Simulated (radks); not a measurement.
Values are calculated unless marked as measured or tabulated.
Initial-state core-level shifts of neutral iodine when its valence configuration changes from [Kr] 4d10 5s2 5p5. Level of theory: Dirac Kohn-Sham, LDA (Slater exchange, Perdew-Wang correlation), spin-unpolarised, spherical densities, point nucleus; open shells are shared between the two j in proportion to 2j + 1 (a radial shooting solver on a logarithmic mesh with Libxc functionals). Shifts are changes of the shell-averaged eigenvalues in eV (positive: less bound).

\begin{tabular}{lrrrr}
valence & 1s & 2s & 3s & 4p \\ \hline
4d9 5s2 5p6 & -9.187 & -9.806 & -9.240 & -7.251 \\
4d9.5 5s2 5p5.5 & -4.563 & -4.865 & -4.593 & -3.627 \\
4d10 5s1 5p6 & -1.386 & -1.366 & -1.384 & -1.339 \\
\end{tabular}
